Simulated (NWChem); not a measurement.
System: CH₆OTi; SMILES C[O][TiH3]

The following NWChem deck was run.

```
start job
memory heap 200 mb stack 900 mb global 1100 mb
geometry units angstroms noautoz
  Ti     0.000073     0.000067    -0.984109
  O      0.000186     0.000358     0.732734
  C     -0.000023     0.000007     2.122853
  H      0.994865    -0.282864     2.502400
  H     -0.252659     1.002948     2.502537
  H     -0.742444    -0.720347     2.502030
  H     -1.557492     0.464135    -1.478526
  H      0.376758    -1.580993    -1.478223
  H      1.180805     1.116690    -1.478897
end
basis spherical
  Ti library 6-31g*
  O library 6-31g*
  C library 6-31g*
  H library 6-31g*
end
dft
  xc r2scan
  iterations 150
  mulliken
end
task dft gradient
```

Parts of the log:

```
             Northwest Computational Chemistry Package (NWChem) 7.3.0
             --------------------------------------------------------

 C3  symmetry detected

                             Geometry "geometry" -> ""
                             -------------------------

 Output coordinates in angstroms (scale by  1.889725989 to convert to a.u.)

  No.       Tag          Charge          X              Y              Z
 ---- ---------------- ---------- -------------- -------------- --------------
    1 Ti                  22.0000    -0.00000000     0.00000000     0.98458312
    2 O                    8.0000    -0.00000000     0.00000000    -0.73225988
    3 C                    6.0000    -0.00000000    -0.00000000    -2.12237888
    4 H                    1.0000    -0.73359177     0.72919176    -2.50184821
    5 H                    1.0000     0.99829447     0.27071323    -2.50184821
    6 H                    1.0000    -0.26470270    -0.99990499    -2.50184821
    7 H                    1.0000     1.16716453    -1.13095328     1.47902279
    8 H                    1.0000    -1.56301654    -0.44531749     1.47902279
    9 H                    1.0000     0.39585201     1.57627077     1.47902279

 Effective nuclear repulsion energy (a.u.)     149.5784853347

      Symmetry information
      --------------------

 Group name             C3
 Group number              5
 Group order               3
 No. of unique centers     5

                                 NWChem DFT Module
                                 -----------------

 Summary of "ao basis" -> "ao basis" (spherical)
 ------------------------------------------------------------------------------
       Tag                 Description            Shells   Functions and Types
 ---------------- ------------------------------  ------  ---------------------
 Ti                          6-31g*                 12       34   5s4p2d1f
 O                           6-31g*                  6       14   3s2p1d
 C                           6-31g*                  6       14   3s2p1d
 H                           6-31g*                  2        2   2s

      Symmetry analysis of basis
      --------------------------

        a          30
        e+         22
        e-         22

  Rotation of axis

            General Information
            -------------------
          SCF calculation type: DFT
          Wavefunction type:  closed shell.
          No. of atoms     :     9
          No. of electrons :    42
           Alpha electrons :    21
            Beta electrons :    21
          Charge           :     0
          Spin multiplicity:     1
          Use of symmetry is: on ; symmetry adaption is: on
          Maximum number of iterations: 150
          AO basis - number of functions:    74
                     number of shells:    36
          Convergence on energy requested:  1.00D-06
          Convergence on density requested:  1.00D-05
          Convergence on gradient requested:  5.00D-04

              XC Information
              --------------
                      r^2SCAN Method XC Functional
               r^2SCAN metaGGA Exchange Functional  1.000
                     r^2SCAN Correlation Potential  1.000

             Grid Information
             ----------------
          Grid used for XC integration:  medium
          Radial quadrature: Mura-Knowles
          Angular quadrature: Lebedev.
          Tag              B.-S. Rad. Rad. Pts. Rad. Cut. Ang. Pts.
          ---              ---------- --------- --------- ---------
          Ti                  1.40      112          10.0       590
          O                   0.60       49           8.0       434
          C                   0.70       49          11.0       434
          H                   0.35       45          12.0       434
          Grid pruning is: on
          Number of quadrature shells:   300
          Spatial weights used:  Erf1

      Superposition of Atomic Density Guess
      -------------------------------------

 Sum of atomic energies:        -963.70521120

      Non-variational initial energy
      ------------------------------

 Total energy =    -964.327181
 1-e energy   =   -1616.274875
 2-e energy   =     502.369209
 HOMO         =      -0.310773
 LUMO         =       0.023323

      Symmetry analysis of molecular orbitals - initial
      -------------------------------------------------

  Numbering of irreducible representations:

     1 a           2 e+          3 e-

  Orbital symmetries:

     1 a           2 a           3 a           4 a           5 e+
     6 e+          7 a           8 a           9 a          10 e+
    11 e+         12 a          13 a          14 a          15 e+
    16 e+         17 a          18 e+         19 e+         20 e+
    21 e+         22 a          23 e+         24 e+         25 a
    26 e+         27 e+         28 a          29 e+         30 e+
    31 a

     ---------------------------------------------
      Total Density - Mulliken Population Analysis
     ---------------------------------------------

    Atom       Charge   Shell Charges
 -----------   ------   -------------------------------------------------------
    1 Ti  22    20.07   2.00  2.00  6.00  2.00  6.00  0.58  0.37  0.21  0.08  0.28  0.54  0.01
    2 O    8     9.03   2.00  0.95  3.21  0.90  1.95  0.02
    3 C    6     6.22   2.00  0.69  1.84  0.64  0.99  0.06
    4 H    1     0.80   0.48  0.32
    5 H    1     0.80   0.48  0.32
    6 H    1     0.80   0.48  0.32
    7 H    1     1.43   0.54  0.89
    8 H    1     1.43   0.54  0.89
    9 H    1     1.43   0.54  0.89

   convergence    iter        energy       DeltaE   RMS-Dens  Diis-err
 ---------------- ----- ----------------- --------- --------- ---------
 d= 0,ls=0.0,diis     1   -965.8147052675 -1.12D+03  5.75D-02  1.68D+00
 d= 0,ls=0.0,diis     2   -950.1991972284  1.56D+01  3.10D-02  1.22D+02
 d= 0,ls=0.0,diis     3   -962.5275693148 -1.23D+01  1.99D-03  4.36D+01
 d= 0,ls=0.0,diis     4   -962.1027197894  4.25D-01  1.01D-02  4.90D+01
 d= 0,ls=0.0,diis     5   -964.2912404036 -2.19D+00  1.73D-02  2.23D+01
 d= 0,ls=0.0,diis     6   -966.0912469829 -1.80D+00  7.18D-03  7.29D-01
 d= 0,ls=0.0,diis     7   -966.1919456025 -1.01D-01  2.21D-03  3.71D-02
  Resetting Diis
 d= 0,ls=0.0,diis     8   -966.1923432150 -3.98D-04  7.93D-04  2.73D-02
 d= 0,ls=0.0,diis     9   -966.1957586443 -3.42D-03  2.12D-03  3.14D-03
 d= 0,ls=0.0,diis    10   -966.1886328005  7.13D-03  1.67D-03  4.89D-02
 d= 0,ls=0.0,diis    11   -966.1962012372 -7.57D-03  1.66D-04  4.49D-04
 d= 0,ls=0.0,diis    12   -966.1962484595 -4.72D-05  2.83D-05  2.28D-05
 d= 0,ls=0.0,diis    13   -966.1962512085 -2.75D-06  1.16D-05  3.12D-06
 d= 0,ls=0.0,diis    14   -966.1962516580 -4.49D-07  3.63D-06  2.87D-07

         Total DFT energy =     -966.196251657990
      One electron energy =    -1618.309865705538
           Coulomb energy =      560.655012577141
    Exchange-Corr. energy =      -58.119883864332
 Nuclear repulsion energy =      149.578485334738

 Numeric. integr. density =       41.999985818630

                  Occupations of the irreducible representations
                  ----------------------------------------------

                     irrep           alpha         beta
                     --------     --------     --------
                     a                11.0         11.0
                     e+               10.0         10.0
                     e-                0.0          0.0

                       DFT Final Molecular Orbital Analysis
                       ------------------------------------

 Vector   19  Occ=2.000000D+00  E=-2.879903D-01  Symmetry=a
              MO Center=  6.3D-14,  9.4D-14,  1.4D+00, r^2= 3.1D+00
   Bfn.  Coefficient  Atom+Function         Bfn.  Coefficient  Atom+Function
  ----- ------------  ---------------      ----- ------------  ---------------
    10      0.311589  1 Ti s                  6     -0.254907  1 Ti s
    70     -0.225600  7 H  s                 72     -0.225600  8 H  s
    74     -0.225600  9 H  s                 69     -0.182521  7 H  s
    71     -0.182521  8 H  s                 73     -0.182521  9 H  s
    20      0.179945  1 Ti d  0              25      0.128342  1 Ti d  0

 Vector   20  Occ=2.000000D+00  E=-2.625846D-01  Symmetry=e+
              MO Center=  1.9D-01,  5.5D-01,  1.3D+00, r^2= 2.6D+00
   Bfn.  Coefficient  Atom+Function         Bfn.  Coefficient  Atom+Function
  ----- ------------  ---------------      ----- ------------  ---------------
    74      0.369111  9 H  s                 73      0.258858  9 H  s
    22     -0.255412  1 Ti d  2              70     -0.198358  7 H  s
    27     -0.177083  1 Ti d  2               8     -0.172394  1 Ti py
    72     -0.170754  8 H  s                 18      0.151457  1 Ti d -2
    19      0.145824  1 Ti d -1              69     -0.139108  7 H  s

[...]

                         DFT ENERGY GRADIENTS

    atom               coordinates                        gradient
                 x          y          z           x          y          z
   1 Ti     -0.000000   0.000000   1.860592    0.000000  -0.000000  -0.001338
   2 O      -0.000000   0.000000  -1.383771    0.000000   0.000000  -0.004538
   3 C      -0.000000  -0.000000  -4.010715    0.000000   0.000000   0.014453
   4 H      -1.386287   1.377973  -4.727808   -0.001741   0.001730  -0.002260
   5 H       1.886503   0.511574  -4.727808    0.002369   0.000642  -0.002260
   6 H      -0.500216  -1.889546  -4.727808   -0.000628  -0.002373  -0.002260
   7 H       2.205621  -2.137192   2.794948   -0.002567   0.002492  -0.000599
   8 H      -2.953673  -0.841528   2.794948    0.003441   0.000977  -0.000599
   9 H       0.748052   2.978720   2.794948   -0.000875  -0.003469  -0.000599
```

Level: r2SCAN/6-31G* (spherical d). Structure relaxed at the PBE0/def2-SVP level.
